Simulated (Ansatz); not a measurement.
Z-matrix (Å, degrees):
```
C
C 1 1.492
O 1 1.429 2 108.1
H 1 1.098 2 111.1 3 -120.1
H 1 1.097 2 108.5 3 121.0
Al 2 1.958 1 119.2 3 122.8
O 2 1.505 1 108.3 3 50.4
H 2 1.089 1 112.7 3 -67.7
H 3 0.960 1 109.0 2 -167.8
H 6 1.589 2 114.7 1 -1.4
H 6 1.583 2 121.8 1 173.4
H 7 0.967 2 108.4 1 -19.6
```

Total charge 0; spin multiplicity 1. The bonds changed during the relaxation, so this is another structure than the one it started from.

Task: List the PBE/def2-TZVPP orbital energies in eV (Ansatz). (An estimate is asked.)

Result: Computed: Occupied: -1505.94, -511.67, -510.76, -270.47, -269.77, -106.22, -68.29, -68.14, -68.09, -26.69, -25.84, -18.51, -15.67, -13.58, -12.84, -12.05, -10.67, -9.91, -9.11, -8.60, -7.83, -6.96, -6.63, -6.03. Lowest empty: -0.95, -0.42, 0.70, 0.84, 1.26, 1.56, 1.90, 1.93.
